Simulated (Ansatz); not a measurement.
C2H4N2, SMILES `[H]/N=C\C=N/[H]` (N–C–C–N torsion 180°) (charge 0, multiplicity 1).

Cartesian coordinates (Å):
SMILES: [H]/N=C\C=N/[H]
```xyz
8

N      1.7710    -0.2933     0.4807
C      0.5203    -0.4945     0.4846
C     -0.5203     0.4945     0.1227
N     -1.7710     0.2933     0.1264
H      1.9904     0.6635     0.1888
H      0.1546    -1.4823     0.7793
H     -0.1546     1.4823    -0.1719
H     -1.9904    -0.6636     0.4181
```
Charge 0, spin multiplicity 1.

Frozen-core energies in 6-31g from Ansatz (a quantum-chemistry and plane-wave program) at a geometry from B3LYP-D3(BJ)/def2-TZVP; the HF reference has <S^2> = 0.00 (restricted, and unstable towards unrestricted orbitals) and the T1 diagnostic is 0.012.

```tsv
level	energy (Ha)
HF	-186.81807
MP2	-187.21561
CCSD	-187.24447
CCSD(T)	-187.25790
```

Estimate the energies of CCSDT and CCSDT(Q), and give each level's difference from CCSDT(Q).


| level | energy (Ha) | difference from CCSDT(Q) (mHa) |
|---|---|---|
| MP2 | -187.21561 | 44.30 |
| CCSD | -187.24447 | 15.45 |
| CCSD(T) | -187.25790 | 2.02 |
| CCSDT | -187.25833 | 1.59 |
| CCSDT(Q) | -187.25992 | 0.00 |
